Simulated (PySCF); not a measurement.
## Polarisability and C₆ of Sb⁻ (antimony, charge -1)

[Kr] 4d10 5s2 5p4, high-spin 3P determinant. All numbers are calculated (PySCF 2.14, a scalar-relativistic core potential, in aug-cc-pVTZ-PP with ECP28MDF). Coupled (time-dependent) response in atomic units; α is the mean over directions.

| method | mean α (bohr³) | α xx, yy, zz | C₆ (like pair) | S(−4) |
| --- | --- | --- | --- | --- |
| UHF | 111.2 | 91.35, 151.0, 91.35 | 1780 | 4967 |
| wB97M-V | 120.0 | 99.48, 161.2, 99.48 | 1894 | 6323 |

S(−4) is the Cauchy moment in α(ω) = α(0) + S(−4) ω² + …

Spin-orbit coupling is absent.

α(iu) at UHF:

```
u (hartree)  α(iu) (bohr³)
          0          111.2
     0.0500          101.0
      0.100          82.77
      0.200          53.10
      0.300          35.28
      0.500          18.27
      0.750          10.02
       1.00          6.401
       1.50          3.361
       2.00          2.117
       3.00          1.083
       5.00         0.4415
```

A single London oscillator, α(iu) = α/(1 + u²/ω²), gives C₆ = (3/4) ω α². Matching the computed C₆ needs ω = 4 × 1780 / (3 × 111.2²) = 0.192 hartree.

For an ion, C₆ is the dispersion term alone; charge-induced terms of lower order in 1/R come first.

The components differ because the open shell of this determinant is not spherical; for a pure term their mean is the scalar polarisability.

Energies and moments cover only the electrons outside the core potential.
